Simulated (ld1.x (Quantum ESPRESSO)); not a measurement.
## Ranking RRKJ potentials for Ru (Z = 44)

All share these settings but for the change named:

ld1.x (Quantum ESPRESSO) 7.5 input, shortened:

```
&input
   title='Ru', zed=44., rel=1, dft='PBESOL', iswitch=3,
   config='[Kr] 4d7 5s1 5p0'
 /
 &inputp
   pseudotype=2, tm=.false., rho0=0.005, lloc=0,
   nlcc=.true., new_core_ps=.true., rcore=1.20
 /
3
5P  2  1   0.00   0.00  3.15  3.15  0.0
4D  3  2   7.00   0.00  1.80  1.80  0.0
5S  1  0   1.00   0.00  2.15  2.15  0.0
 &test
   configts(1)='4d7 5s1 5p0'
 /
```

Test errors are all-electron minus pseudo excitation energies from the reference, over 4d7 5s0 5p0; 4d6 5s0 5p0; 4d5 5s0 5p0; 4d4 5s0 5p0; 4d6 5s1 5p1; 4d8 5s0 5p0; 4d7 5s0.5 5p0. None of these files shows a bound ghost.

The base gives 1769.9 meV.

Of 7 variants that were run, those that failed, showed a ghost or another fault, or gave nearly equal values are left out.

A variant can come out equal or close to the base, since the largest error may sit in a test that the change hardly touches while other tests move.

(1) Rank these variants by their largest absolute test error, smallest first.
A. all radii but the core radius scaled by about 1.29 (s 2.78, p 4.08, d 2.32 bohr)
B. all radii but the core radius scaled by about 1.36 (s 2.92, p 4.28, d 2.46 bohr)
C. all radii but the core radius scaled by about 0.86 (s 1.86, p 2.72, d 1.56 bohr)

Results:

(1) B (1139.6 meV), A (1329.3 meV), C (1748.8 meV).
